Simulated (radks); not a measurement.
Values are calculated unless marked as measured or tabulated.
F2+, configuration 1s1.75 2s2 2p3 3d0.25 (fractional occupations, a model configuration). Code: a radial shooting solver on a logarithmic mesh with Libxc functionals. Model: scalar-relativistic Kohn-Sham, XLYP, spin-polarised, spherical densities, point nucleus; open shells are filled with parallel spins first.

Local quantities along the radius. ELF = 1/(1 + alpha^2) is the electron localisation function; alpha = (tau - tau_W)/tau_unif compares the Pauli kinetic energy density with that of the uniform gas (summed over spins); -r V(r) is the screened charge that the Kohn-Sham potential of spin up presents (atomic units). tau is taken from the large components.

| r (bohr) | ELF | alpha | -r V(r) |
|---|---|---|---|
| 0.006275 | 1.000 | 0.004897 | 8.944 |
| 0.007132 | 1.000 | 0.004988 | 8.930 |
| 0.008042 | 1.000 | 0.005091 | 8.915 |
| 0.009067 | 1.000 | 0.005211 | 8.899 |
| 0.01031 | 1.000 | 0.005364 | 8.879 |
| 0.01162 | 1.000 | 0.005533 | 8.858 |
| 0.0131 | 1.000 | 0.005732 | 8.834 |
| 0.01477 | 1.000 | 0.005968 | 8.806 |
| 0.01679 | 1.000 | 0.006268 | 8.773 |
| 0.01893 | 1.000 | 0.006605 | 8.738 |
| 0.02134 | 1.000 | 0.007010 | 8.699 |
| 0.02426 | 1.000 | 0.007535 | 8.651 |
| 0.02735 | 1.000 | 0.008138 | 8.600 |
| 0.03083 | 1.000 | 0.008880 | 8.543 |
| 0.03505 | 1.000 | 0.009872 | 8.475 |
| 0.03951 | 1.000 | 0.01105 | 8.403 |
| 0.04455 | 1.000 | 0.01256 | 8.322 |
| 0.05023 | 1.000 | 0.01451 | 8.233 |
| 0.05709 | 1.000 | 0.01730 | 8.127 |
| 0.06437 | 1.000 | 0.02085 | 8.017 |
| 0.07258 | 0.999 | 0.02576 | 7.897 |
| 0.08249 | 0.999 | 0.03327 | 7.756 |
| 0.093 | 0.998 | 0.04365 | 7.613 |
| 0.1049 | 0.997 | 0.05926 | 7.459 |
| 0.1192 | 0.993 | 0.08553 | 7.282 |
| 0.1344 | 0.984 | 0.1257 | 7.105 |
| 0.1515 | 0.964 | 0.1922 | 6.916 |
| 0.1708 | 0.915 | 0.3050 | 6.717 |
| 0.1942 | 0.791 | 0.5141 | 6.493 |
| 0.2189 | 0.585 | 0.8422 | 6.271 |
| 0.2468 | 0.362 | 1.327 | 6.039 |
| 0.2805 | 0.213 | 1.924 | 5.779 |
| 0.3163 | 0.162 | 2.276 | 5.531 |
| 0.3566 | 0.176 | 2.161 | 5.293 |
| 0.4053 | 0.274 | 1.630 | 5.055 |
| 0.457 | 0.452 | 1.102 | 4.831 |
| 0.5152 | 0.647 | 0.7394 | 4.597 |
| 0.5809 | 0.779 | 0.5327 | 4.355 |
| 0.6603 | 0.851 | 0.4178 | 4.095 |
| 0.7444 | 0.882 | 0.3655 | 3.857 |
| 0.8394 | 0.893 | 0.3460 | 3.632 |
| 0.954 | 0.889 | 0.3528 | 3.411 |
| 1.076 | 0.870 | 0.3865 | 3.224 |
| 1.213 | 0.826 | 0.4589 | 3.057 |
| 1.378 | 0.723 | 0.6183 | 2.900 |
| 1.554 | 0.524 | 0.9534 | 2.774 |
| 1.752 | 0.237 | 1.794 | 2.675 |
| 1.976 | 0.058 | 4.017 | 2.612 |
| 2.245 | 0.012 | 9.123 | 2.574 |
| 2.532 | 0.005 | 13.63 | 2.516 |
| 2.854 | 0.006 | 13.23 | 2.440 |
| 3.244 | 0.008 | 10.86 | 2.408 |
| 3.658 | 0.010 | 9.719 | 2.392 |
| 4.124 | 0.011 | 9.680 | 2.368 |
| 4.687 | 0.009 | 10.62 | 2.337 |
| 5.285 | 0.006 | 12.60 | 2.310 |
| 5.959 | 0.004 | 16.24 | 2.299 |
| 6.719 | 0.002 | 22.96 | 2.321 |
| 7.636 | 0.001 | 37.62 | 2.302 |
| 8.61 | 0.000 | 68.88 | 2.202 |
| 9.707 | 0.000 | 146.3 | 2.137 |

On this mesh the ELF has minima near r = 0.32 bohr, which separate the shells, and maxima near 0.84 (0.89).
